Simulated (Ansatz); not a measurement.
Consider the ligand exchange at the In–O bond: `C=C=C[O][InH][CH3]` + PH₃ → `[CH3][InH][PH2]` + `C=C=CO`.

Calculated with Ansatz (gas phase, PBE0-D4/def2-TZVP geometries, no zero-point term in ΔE). CCSD(T)/CBS is the MP2 limit (def2-TZVPP, def2-QZVPP) plus CCSD(T) − MP2 in def2-TZVPP, frozen cores. This one scheme is used for every species. DFT in def2-TZVPP. B3LYP here is the variant with VWN-RPA as its local correlation; programs differ in this. def2 core potentials past Kr. For In outer-core shells are correlated without core-valence functions, which leaves a few kJ/mol of doubt a bond. Each species was taken in one conformer, which may not be the lowest.

`C=C=C[O][InH][CH3]`:

Z-matrix (Å, degrees):
```
In
O 1 2.107
C 1 2.131 2 108.8
C 1 2.737 2 28.1 3 92.7
C 1 2.685 2 56.3 3 93.8
H 1 1.707 2 110.0 3 -168.4
H 3 1.090 1 108.4 2 30.5
H 3 1.090 1 111.1 2 151.0
H 3 1.091 1 110.1 2 -88.6
H 4 1.091 1 165.5 2 -9.0
C 5 1.314 1 92.9 2 177.4
H 11 1.090 5 122.0 1 -93.6
H 11 1.091 5 122.1 1 90.0
```

PH₃:

```xyz
4

P    -0.128    0.192   -0.533
H     0.949   -0.694   -0.268
H    -1.039   -0.555    0.260
H     0.218    1.056    0.540
```

`[CH3][InH][PH2]`:

Z-matrix (Å, degrees):
```
C
In 1 2.153
H 1 1.090 2 111.2
H 1 1.091 2 110.4 3 -121.7
H 1 1.093 2 109.1 3 119.8
P 2 2.500 1 119.4 3 -11.5
H 2 1.730 1 122.5 3 164.7
H 6 1.420 2 94.1 1 -137.8
H 6 1.421 2 94.0 1 -43.2
```

`C=C=CO`:

Cartesian coordinates in Å:
```
C -0.900 0.916 0.870
C -0.252 0.225 -0.023
C 0.391 -0.463 -0.926
O 1.402 -1.350 -0.703
H -1.802 0.536 1.342
H -0.566 1.904 1.179
H 0.155 -0.376 -1.981
H 1.572 -1.391 0.243
```

```csv
level,ΔE (kJ/mol)
revPBE-D4,5.1
PBE0-D4,-2.5
B3LYP-D4,5.5
B2PLYP,6.1
r2SCAN,8.4
B3LYP,-3.6
BHLYP,-3.1
HF/CBS(def2),-2.8
```

(1) What does CCSD(T)/CBS give? (An estimate is asked.)

Largest T1 diagnostic among the species: 0.015.

Answers

(1) Ansatz gave: +14.8 kJ/mol. The listed levels differ from it by -9.7, -17.3, -9.3, -8.7, -6.4, -18.4, -17.9, -17.6 kJ/mol.

In def2-TZVPP, CCSD(T) changes the Hartree–Fock value by +15.3 kJ/mol (the triples alone add +5.1 kJ/mol) and MP2 by +18.6 kJ/mol. The D4 term adds +9.1 kJ/mol with B3LYP and +5.1 kJ/mol with PBE0; it sums over pairs of atoms, weighted by their polarisabilities, and B3LYP, whose exchange is more repulsive, gets the larger term.
